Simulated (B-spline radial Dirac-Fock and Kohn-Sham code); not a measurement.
**Atomic SCF run for Si**

ΔSCF core binding energies without Breit or QED terms, calculated with a B-spline atomic structure program. Keys: rel is the Hamiltonian (dirac, or spin-free x2c and nr, where L3 and M5 stand for the whole 2p and 3d shells), method is hf or an exchange,correlation pair (spin-unpolarised, also for the hole states), nuc the nuclear model, radius_factor scales its radius, rmax is the box in bohr, h the logarithmic mesh step, order the B-spline order, points the quadrature points per cell, c_factor scales the speed of light, and damp, ndamp, maxit and tol steer the iteration. The run stops when the commutator error falls below 10·tol·max(1, Z/10), or the numerical noise floor, and the energy has settled to about 1e-8 Ha; the virial ratio is −V/T.

Input (task.json):

```json
{"items": [{"Z": 14, "q": 0, "cfg": [[1, 0, 2], [2, 0, 2], [2, 1, 6], [3, 0, 2], [3, 1, 2]], "A": 28, "rrms": 3.1224, "do": "settings", "holes": ["K", "L3", "M5"],
  "settings": [{"rel": "dirac", "method": "hf", "nuc": "fermi", "radius_factor": 1.0, "rmax": 45.0, "h": 0.3, "order": 8, "points": 4, "c_factor": 1.0, "maxit": 62, "damp": 0.5, "ndamp": 3, "tol": 1e-08}]}]}
```

Command: `python xray2_run.py task.json out`

Ground-state iterations:

```
iter   energy (Ha)        error
   1     -288.64792769  5.41e-01
   2     -289.38616366  7.54e-02
   3     -289.45129494  2.40e-02
   4     -289.45981005  7.52e-03
   5     -289.46121933  2.82e-03
   6     -289.46133090  3.98e-04
   7     -289.46133596  6.84e-05
   8     -289.46133620  1.53e-05
   9     -289.46133620  1.64e-06
  10     -289.46133620  1.00e-07
```

The ground state converged in 10 iterations, with total energy -289.46134 Ha, virial ratio 1.99567 and highest orbital energy -7.56 eV. ΔSCF binding energies: K (1s) 1850.1 eV, L3 (2p3/2) 107.9 eV. Holes are computed only in closed shells, and unreliable hole states are left out.

One setting is outside the advised range (too few quadrature points), but here it does no visible harm: the result matches the run with default settings.
